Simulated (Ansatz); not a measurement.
The first iterations of a band of Cl + ClF3H2OW (9 atoms, charge 0, multiplicity 2).

Computed with UKS PBE/def2-SVP (Ansatz 0.2.0).

| Quantity | Value |
| --- | --- |
| movable images | 9 |
| climbing image | yes |
| spring | 5.0 eV/Å² |
| optimiser | quadratic models (default) |
| start path | through a guess of the saddle point |
| force threshold | 0.05 eV/Å |
| iteration limit | 56 |
| end points | relaxed |

Image 0:

```xyz
9
Properties=species:S:1:pos:R:3
W 0.020 -0.068 0.243
Cl 0.524 0.932 2.338
F 1.662 -0.230 -0.637
H 0.341 1.602 0.055
O -1.794 -0.054 0.641
H -2.664 -0.146 0.208
F 0.564 -1.615 1.167
F -0.604 -0.017 -1.536
Cl -0.417 -0.659 4.236
```

Image 10:

```xyz
9
Properties=species:S:1:pos:R:3
W 0.037 -0.256 -0.028
Cl 0.801 -0.033 2.403
F 1.703 0.410 -0.598
H -0.017 1.340 0.542
O -1.607 -0.343 0.729
H -1.894 0.000 1.699
F 0.807 -1.917 0.388
F -0.607 -0.111 -1.764
Cl -1.591 0.654 3.343
```

| iteration | highest image above the first end (eV) | largest band force component (eV/Å) |
| --- | --- | --- |
| 1 | 6.003 | 49.978 |
| 2 | 0.908 | 3.918 |
| 3 | 0.683 | 1.964 |
| 4 | 0.505 | 0.794 |
| 5 | 0.466 | 0.359 |
| 6 | 0.420 | 0.381 |
| 7 | 0.397 | 0.298 |
| 8 | 0.370 | 0.227 |
| 9 | 0.343 | 0.219 |
| 10 | 0.315 | 0.221 |

Does the band converge within its limit, and where does its top end?

The forces met the threshold. It ended after 30 iterations with the highest image 0.004 eV above the first end. The top lies less than 8 meV above the higher end, about what the thresholds resolve: that end is a shoulder or a very shallow well. A vibrational analysis at the climbing image gives one clearly imaginary mode, 94i cm⁻¹: a first-order saddle point.

The run took 16 min on 4 threads of Arm Neoverse V2 (shared host), peak memory 0.33 GiB.
